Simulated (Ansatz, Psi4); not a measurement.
Two rigid molecules brought together: CH6Si ··· H2O (SMILES C[SiH3] and O). Monomers: optimised at B3LYP-D3(BJ) (def2-TZVP), held rigid. Orientation: lowest of the rigid-body minima from ten starts at GFN2-xTB. The monomers approach along the line of their centres of mass (distance R); nothing else relaxes. The table gives interaction energies.

```tsv
R / Å	A	B	C
2.89	0.38	4.41	2.13
3.06	-1.16	2.11	0.25
3.30	-1.96	0.45	-0.94
3.51	-1.98	-0.19	-1.25
3.74	-1.72	-0.46	-1.24
4.01	-1.36	-0.52	-1.06
4.27	-1.06	-0.47	-0.85
4.77	-0.65	-0.34	-0.53
5.53	-0.31	-0.19	-0.26
6.53	-0.14	-0.10	-0.12
7.82	-0.07	-0.05	-0.06
```

Energies in kcal/mol.

Problem. Match the curves with the methods Ansatz (a quantum-chemistry and plane-wave program) with CCSD on RHF/aug-cc-pVDZ, frozen core, counterpoise-corrected; HF/aug-cc-pVTZ, counterpoise-corrected run with Psi4 1.11; wB97X-D/def2-TZVP, counterpoise-corrected (Psi4 1.11).

Solution. A is wB97X-D/def2-TZVP; B is HF/aug-cc-pVTZ; C is CCSD/aug-cc-pVDZ.
